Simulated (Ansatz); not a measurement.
The lowest doublet and quartet of NO (SMILES [N]=O); geometries from B3LYP-D3(BJ)/def2-TZVP, each state relaxed from the structure named, with no frequency check.
Doublet (charge 0, multiplicity 2):
```xyz
2

N      0.00000     0.00000    -0.61063
O      0.00000     0.00000     0.53430
```
Quartet (charge 0, multiplicity 4):
```xyz
2

N      0.0000     0.0000    -0.7573
O      0.0000     0.0000     0.6627
```

| level | gap E(doublet) − E(quartet), adiabatic (eV) | cost |
|---|---|---|
| U-HF/cc-pVTZ | -2.800 | - |
| U-HF/cc-pVQZ | -2.810 | - |
| U-PBE/def2-TZVPP | -4.775 | ×1 |
| U-BHLYP/def2-TZVPP | -4.191 | ×0.5 |
| U-wB97X-V/def2-TZVPP | -4.697 | ×1 |
| U-wB97M-V/def2-TZVPP | -4.755 | ×2 |
| U-MP2/cc-pVTZ | -5.099 | - |
| U-CCSD/cc-pVTZ | -4.479 | - |
| U-CCSD(T)/cc-pVDZ | -4.500 | ×0.8 |
| U-CCSD(T)/cc-pVTZ | -4.643 | ×2 |
| U-CCSD(T)/cc-pVQZ | -4.729 | ×8 |
| U-CCSDT/cc-pVDZ | -4.485 | - |
| U-CCSDT(Q)/cc-pVDZ | -4.507 | ×7 |
| SA-CASSCF(11,8)/cc-pVDZ | -4.562 | - |
| SA-CASSCF(11,8)/cc-pVTZ | -4.600 | - |
| SA-CASSCF(11,8)/cc-pVQZ | -4.617 | - |
| SC-NEVPT2 on SA-CASSCF(11,8)/cc-pVDZ | -4.539 | - |
| SC-NEVPT2 on SA-CASSCF(11,8)/cc-pVTZ | -4.656 | - |
| FIC-NEVPT4(SD) on SA-CASSCF(11,8)/cc-pVQZ | -4.745 | - |
| FIC-MRCISD+Q on SA-CASSCF(11,8)/cc-pVQZ | -4.750 | - |

The rows run from -5.099 (U-MP2/cc-pVTZ) to -2.800 eV (U-HF/cc-pVTZ). From cc-pVDZ to cc-pVQZ U-CCSD(T) changes by -0.229. The 4 U-functionals in def2-TZVPP without D3 or D4 span 0.584, from U-PBE to U-BHLYP.

A positive gap puts the quartet lower; no zero-point energy. U- takes an unrestricted doublet. The quartet is unrestricted in single-reference levels. Active spaces average the two states.

Correlated levels freeze the cores.

The values were computed with Ansatz (an electronic-structure program). Values without a source in brackets are computed.

Costs are rough ratios of core time to U-PBE/def2-TZVPP (about 2.2 s over the structures, on one shared machine); a dash marks a level with no comparable run of its own.
